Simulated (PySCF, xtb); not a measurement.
C2H6N2OSi, SMILES C[Si@@H](N)N=C=O.

GFN2-xTB (xtb 6.7.1) at its own geometry gives an orbital gap of 5.03 eV and a dipole moment of 3.68 D.

Geometry optimised at B3LYP-D3(BJ)/def2-SVP. The structure was generated by enumeration; whether it is a known compound was not checked. The values are those of a single conformer.

### Question
What does PBE/def2-TZVP in PySCF give? (An estimate is asked for; the answer gives what the named calculation found.)

### Answer
gap 5.96 eV (levels -6.37 and -0.41 eV), dipole 2.68 D.
